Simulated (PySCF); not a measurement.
C2H8Ge, SMILES C[CH2][GeH3]. Atoms are numbered in the order given.

```xyz
11

Ge    -0.0584     0.7795     0.0000
C      0.6948    -1.0483     0.0000
C     -0.3708    -2.1478     0.0000
H      1.0716     1.8450     0.0000
H     -0.9446     0.9900    -1.2595
H     -0.9446     0.9900     1.2595
H      1.3554    -1.1326     0.8885
H      1.3554    -1.1326    -0.8885
H     -1.0271    -2.0839    -0.8927
H     -1.0271    -2.0839     0.8927
H      0.0853    -3.1601     0.0000
```

Geometry: PBE-D3(BJ)/def2-SVP.

All values below come from PBE-D3(BJ)/def2-SVP run with PySCF.

Frequencies are harmonic and unscaled.

Computed harmonic wavenumbers and intensities:
```json
[
 {"mode": "1", "ν (cm⁻¹)": "115", "IR (km/mol)": "0.0", "moving atoms (share of kinetic energy)": "H 90 %, C 10 %"},
 {"mode": "2", "ν (cm⁻¹)": "212", "IR (km/mol)": "0.2", "moving atoms (share of kinetic energy)": "C 52 %, H 36 %, Ge 12 %"},
 {"mode": "3", "ν (cm⁻¹)": "219", "IR (km/mol)": "0.1", "moving atoms (share of kinetic energy)": "H 93 %"},
 {"mode": "4", "ν (cm⁻¹)": "471", "IR (km/mol)": "10.0", "moving atoms (share of kinetic energy)": "H 97 %"},
 {"mode": "5", "ν (cm⁻¹)": "500", "IR (km/mol)": "15.5", "moving atoms (share of kinetic energy)": "H 60 %, C 27 %, Ge 13 %"},
 {"mode": "6", "ν (cm⁻¹)": "595", "IR (km/mol)": "28.5", "moving atoms (share of kinetic energy)": "H 48 %, C 42 %, Ge 10 %"},
 {"mode": "7", "ν (cm⁻¹)": "716", "IR (km/mol)": "37.5", "moving atoms (share of kinetic energy)": "H 82 %, C 16 %"},
 {"mode": "8", "ν (cm⁻¹)": "802", "IR (km/mol)": "144.2", "moving atoms (share of kinetic energy)": "H 97 %"},
 {"mode": "9", "ν (cm⁻¹)": "855", "IR (km/mol)": "23.4", "moving atoms (share of kinetic energy)": "H 99 %"},
 {"mode": "10", "ν (cm⁻¹)": "858", "IR (km/mol)": "29.8", "moving atoms (share of kinetic energy)": "H 99 %"},
 {"mode": "11", "ν (cm⁻¹)": "952", "IR (km/mol)": "3.9", "moving atoms (share of kinetic energy)": "H 85 %, C 14 %"},
 {"mode": "12", "ν (cm⁻¹)": "954", "IR (km/mol)": "3.4", "moving atoms (share of kinetic energy)": "H 77 %, C 22 %"},
 {"mode": "13", "ν (cm⁻¹)": "1034", "IR (km/mol)": "6.2", "moving atoms (share of kinetic energy)": "C 69 %, H 31 %"},
 {"mode": "14", "ν (cm⁻¹)": "1196", "IR (km/mol)": "3.3", "moving atoms (share of kinetic energy)": "H 65 %, C 35 %"},
 {"mode": "15", "ν (cm⁻¹)": "1207", "IR (km/mol)": "1.8", "moving atoms (share of kinetic energy)": "H 79 %, C 21 %"},
 {"mode": "16", "ν (cm⁻¹)": "1347", "IR (km/mol)": "2.0", "moving atoms (share of kinetic energy)": "H 81 %, C 19 %"},
 {"mode": "17", "ν (cm⁻¹)": "1389", "IR (km/mol)": "2.1", "moving atoms (share of kinetic energy)": "H 91 %, C 9 %"},
 {"mode": "18", "ν (cm⁻¹)": "1424", "IR (km/mol)": "3.0", "moving atoms (share of kinetic energy)": "H 96 %"},
 {"mode": "19", "ν (cm⁻¹)": "1426", "IR (km/mol)": "7.6", "moving atoms (share of kinetic energy)": "H 97 %"},
 {"mode": "20", "ν (cm⁻¹)": "2065", "IR (km/mol)": "70.0", "moving atoms (share of kinetic energy)": "H 100 %"},
 {"mode": "21", "ν (cm⁻¹)": "2075", "IR (km/mol)": "131.4", "moving atoms (share of kinetic energy)": "H 98 %"},
 {"mode": "22", "ν (cm⁻¹)": "2079", "IR (km/mol)": "139.9", "moving atoms (share of kinetic energy)": "H 98 %"},
 {"mode": "23", "ν (cm⁻¹)": "2962", "IR (km/mol)": "32.0", "moving atoms (share of kinetic energy)": "H 97 %"},
 {"mode": "24", "ν (cm⁻¹)": "2985", "IR (km/mol)": "11.0", "moving atoms (share of kinetic energy)": "H 95 %"},
 {"mode": "25", "ν (cm⁻¹)": "3034", "IR (km/mol)": "0.1", "moving atoms (share of kinetic energy)": "H 91 %, C 9 %"},
 {"mode": "26", "ν (cm⁻¹)": "3043", "IR (km/mol)": "20.4", "moving atoms (share of kinetic energy)": "H 91 %, C 9 %"},
 {"mode": "27", "ν (cm⁻¹)": "3056", "IR (km/mol)": "23.3", "moving atoms (share of kinetic energy)": "H 91 %, C 9 %"}
]
```
